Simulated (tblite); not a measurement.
C₇H₁₁OP.
SMILES: `C1(=C(C=C(C)[P@@H]1=O)C)C`

All values are computed: GFN2-xTB (tblite) harmonic vibrations without scaling, gas phase. Errors from tens to a few hundred cm⁻¹ against measured bands are possible. Modes of hydrogen on phosphorus can be 10 to 20 % off.

Harmonic wavenumbers (cm⁻¹): 59.7, 80.5, 86.8, 94.7, 151.6, 169.6, 215.1, 236.0, 254.1, 310.8, 399.8, 430.1, 488.3, 521.1, 538.6, 636.9, 689.5, 780.4, 858.7, 882.5, 937.9, 984.1, 1012.5, 1017.6, 1020.4, 1026.5, 1095.9, 1148.7, 1187.2, 1225.7, 1282.6, 1305.9, 1393.1, 1394.5, 1398.6, 1460.4, 1467.7, 1469.3, 1469.7, 1476.6, 1480.6, 1617.9, 1674.9, 2232.7, 2978.3, 2985.6, 3001.3, 3008.8, 3011.4, 3016.2, 3018.3, 3025.8, 3060.0, 3078.2.

A = 1897, B = 1313, C = 818.2 MHz; mass 142.055 u (most abundant isotopes); point group C1, symmetry number 1.

Task: Zero-point energy?

Result: Half the sum of the wavenumbers: 34925 cm⁻¹ = 417.79 kJ/mol.

Task: What is S at 350 K and 1 bar for an ideal gas of classical rigid rotors and harmonic oscillators?

Result: Translation 174.00, rotation 125.20, vibration 164.18: S = 463.4 J/(mol K).

Task: And Cp and H(350 K) − H(0)?

Result: Cp = 193.55 J/(mol K), of which vibrations give 160.29 (their classical limit is 54 R = 449.0); H(350 K) − H(0) = 41.32 kJ/mol without the zero-point energy, 29.68 from vibrations.

Task: What must be added to the electronic energy to get the Gibbs energy at 350 K and 1 bar?

Result: ZPE + [H(350 K) − H(0)] − T·S = 417.79 + 41.32 − 162.18 = 296.93 kJ/mol.

Task: Which modes carry the vibrational entropy at 350 K?

Result: 59.7 cm⁻¹: 20.02; 80.5 cm⁻¹: 17.55; 86.8 cm⁻¹: 16.93; 94.7 cm⁻¹: 16.21; 151.6 cm⁻¹: 12.38; 169.6 cm⁻¹: 11.48 J/(mol K); the other 48 give 69.62 together.

Hindered rotation and anharmonicity are outside this model. The structure is chiral; the term R ln 2 for an equal mix with its mirror image is left out.
